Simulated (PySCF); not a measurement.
C$_{4}$H$_{5}$, charge -1, singlet, at a GFN2-xTB geometry (in this run its highest filled SCF level lies above zero, so its values depend strongly on the basis, on diffuse functions most of all); B3LYP/STO-3G in PySCF.

Input for PySCF:
```python
from pyscf import gto, scf, dft

mol = gto.M(
    atom='''
C     0.02175028   -0.12408657    0.25511709
C    -0.03382703   -0.78243920   -0.96149211
C    -0.03562593    0.72694132   -0.96482053
C    -0.03703522   -0.02725049    1.59144410
H     0.74712244   -1.39169963   -1.41643569
H     0.85066478    1.35445423   -1.19119110
H    -0.95600069    1.25563075   -1.25226488
H     0.06907213   -0.89566575    2.23581421
H    -0.20243112    0.91829006    2.10258625
''',
    basis='sto-3g',
    charge=-1,
    verbose=4,
)

mf = dft.RKS(mol)
mf.xc = 'b3lyp'
mf.kernel()
mf.analyze()
```

Output, abridged:

```
PySCF version 2.14.0

[INPUT] verbose = 4
[INPUT] num. atoms = 9
[INPUT] num. electrons = 30
[INPUT] charge = -1
[INPUT] spin (= nelec alpha-beta = 2S) = 0
[INPUT] symmetry False subgroup None
[INPUT] Mole.unit = angstrom
[INPUT] Symbol           X                Y                Z      unit          X                Y                Z       unit  Magmom
[...]
nuclear repulsion = 102.050818271097
number of shells = 17
number of NR pGTOs = 75
number of NR cGTOs = 25
basis = sto-3g
ecp = {}

******** <class 'pyscf.dft.rks.RKS'> ********
method = RKS
initial guess = minao
damping factor = 0
level_shift factor = 0
DIIS = <class 'pyscf.scf.diis.CDIIS'>
diis_start_cycle = 1
diis_space = 8
diis_damp = 0
SCF conv_tol = 1e-09
SCF conv_tol_grad = None
SCF max_cycles = 50
direct_scf = True
direct_scf_tol = 1e-13
XC library pyscf.dft.libxc version 7.1.2
    S. Lehtola, C. Steigemann, M. J. T. Oliveira, and M. A. L. Marques,  SoftwareX 7, 1–5 (2018)
XC functionals = b3lyp
    P. J. Stephens, F. J. Devlin, C. F. Chabalowski, and M. J. Frisch,  J. Phys. Chem. 98, 11623 (1994)
radial grids:
    Treutler-Ahlrichs [JCP 102, 346 (1995); DOI:10.1063/1.469408] (M4) radial grids

becke partition: Becke, JCP 88, 2547 (1988); DOI:10.1063/1.454033
pruning grids: <function nwchem_prune>
grids dens level: 3
symmetrized grids: False
atomic radii adjust function: <function treutler_atomic_radii_adjust>
small_rho_cutoff = 0
Set gradient conv threshold to 3.16228e-05
Initial guess from minao.
tot grids = 105512
init E= -153.966081410036
[...]
cycle= 1 E= -153.223182649439  delta_E= 0.743  |g|= 0.372  |ddm|= 4.09
[...]
cycle= 2 E= -153.213859437195  delta_E= 0.00932  |g|= 0.424  |ddm|= 1.24
[...]
cycle= 3 E= -153.264601778539  delta_E= -0.0507  |g|= 0.187  |ddm|= 0.889
[...]
cycle= 4 E= -153.276972340739  delta_E= -0.0124  |g|= 0.0271  |ddm|= 0.322
[...]
cycle= 5 E= -153.277196238359  delta_E= -0.000224  |g|= 0.00807  |ddm|= 0.0463
[...]
cycle= 6 E= -153.277216827739  delta_E= -2.06e-05  |g|= 0.00132  |ddm|= 0.0111
[...]
cycle= 7 E= -153.277217341583  delta_E= -5.14e-07  |g|= 0.000224  |ddm|= 0.00179
[...]
cycle= 8 E= -153.277217357783  delta_E= -1.62e-08  |g|= 2.89e-05  |ddm|= 0.000315
[...]
cycle= 9 E= -153.277217358054  delta_E= -2.71e-10  |g|= 2.76e-06  |ddm|= 4.1e-05
[...]
Extra cycle  E= -153.277217358048  delta_E= 6.37e-12  |g|= 5.11e-06  |ddm|= 1.22e-05
converged SCF energy = -153.277217358048
**** SCF Summaries ****
Total Energy =                        -153.277217358047551
Nuclear Repulsion Energy =             102.050818271097327
One-electron Energy =                 -416.331421946931130
Two-electron Energy =                  161.003386317786266
Two-electron Coulomb Energy =          185.031476107939881
DFT Exchange-Correlation Energy =      -24.028089790153615
HOMO-LUMO gap [eV] =                     6.310796668460490
**** MO energy ****
[...]
 ** Mulliken pop on meta-lowdin orthogonal AOs  **
 ** Mulliken pop  **
[...]
 ** Mulliken atomic charges  **
charge of    0C =     -0.05180
charge of    1C =     -0.34093
charge of    2C =     -0.15166
charge of    3C =     -0.31117
charge of    4H =     -0.03159
charge of    5H =     -0.03459
charge of    6H =     -0.02974
charge of    7H =     -0.02397
charge of    8H =     -0.02454

WARN: System has nonzero charge -1; the dipole moment is origin-dependent.
Location of origin: [0. 0. 0.]

Dipole moment(X, Y, Z, Debye):  0.79074,  1.06395,  0.09531
```
